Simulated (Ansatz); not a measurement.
Ansatz (a program for electronic structure) input:
A basis named .json is the Basis Set Exchange file of that set.

Ansatz 0.2 input:
```yaml
crystal:
  periodic: [false, false, false]
  atoms:
    - {symbol: Si, position_ang: [0.13654143, -0.02620673, -0.09218296]}
    - {symbol: O, position_ang: [1.43418357, -0.52612084, -0.78413738]}
    - {symbol: O, position_ang: [0.38602750, 0.52000781, 1.50110581]}
    - {symbol: O, position_ang: [-0.64709147, 1.23116756, -0.91174043]}
    - {symbol: N, position_ang: [-1.23459484, -1.12926306, 0.20133589]}
    - {symbol: H, position_ang: [1.33955656, 0.56273030, 1.61735775]}
    - {symbol: H, position_ang: [-1.51225398, 1.37041286, -0.51569596]}
    - {symbol: H, position_ang: [-1.44826526, -1.68664601, -0.61812344]}
    - {symbol: H, position_ang: [-1.03341036, -1.77519765, 0.95584772]}
basis:
  gaussian:
    orbitals: aug-cc-pV_Q+d_Z.json
hamiltonian:
  xc: hf
total_charge: -1
```

**Question.** Predict the final energy.

**Answer.** -570.66354 Eh (HF/aug-cc-pV(Q+d)Z). The basis has 593 functions. The run takes about 20 core-seconds (a rough figure).

It need not be the lowest isomer of its formula. Whether it binds its extra electron was not tested at this geometry.
